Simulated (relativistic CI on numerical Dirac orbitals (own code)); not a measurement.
Hyperfine structure of Al2+, mass number 27

Method of calculation: Dirac-Coulomb-Breit CI, orbitals from a KLI potential per configuration, model QED (radiative potential, 1s self-energy scaled to tabulated hydrogen-like ionisation energies), valence Slater integrals scaled by 0.85, P86 correlation energy added to each configuration (own radial code, finite nucleus).

CI space (outside the closed core [Ne]): 3s, 3p, 3d, 4s, 4p, 4d, 4f, 5s, 5p, 5d, 5g, 5f, 6s, 6p, 6d. Levels of other configurations are missing.

Nuclear spin I = 5/2, μ = 3.6407 μN, Q = 0.1466 b (tables of Stone and Pyykkö). The electronic factors are computed for point nuclear moments, without core polarisation; leaving it out makes A of s and p electrons in near-neutral atoms 20 to 40 % too small, and it can dominate for d and f shells.

```
    Level   E (eV)  A (MHz)  B (MHz)
 3s ²S1/2   0.0000     4665         
3p ²P°1/2   6.5696    944.2         
3p ²P°3/2   6.5970    186.3     34.7
 3d ²D5/2  14.1900    9.609     1.99
 3d ²D3/2  14.1906    22.43     1.39
 4s ²S1/2  15.4929     1588         
4p ²P°1/2  17.6763    361.1         
4p ²P°3/2  17.6854    71.25     13.3
```

Levels with J = 0, under 50 % of one LS term, or S terms without an open s electron are left out. Small factors come from cancelling terms and can be off by tens of per cent or more.

Correlation outside the listed configurations is missing or only estimated: errors of thousands of cm⁻¹ between configurations and terms are usual at this charge. Rates and lifetimes follow the computed energies and can be off by large factors. The fine structure of a lone outer electron comes out too small, for d and f at times inverted, and misplaced configurations move strength between like terms. 23 of the 23 excited levels that our extract of the measured tables holds in this range could be paired (the sources list more); they are missed by 953 cm⁻¹ on average and 1506 at most, and levels without a partner can miss by more.

**Question.** Give the hyperfine levels of 3s ²S1/2 relative to its centre of gravity.

**Answer.** With K = F(F + 1) − I(I + 1) − J(J + 1), E = AK/2: F = 2: -8164, F = 3: 5832 MHz.
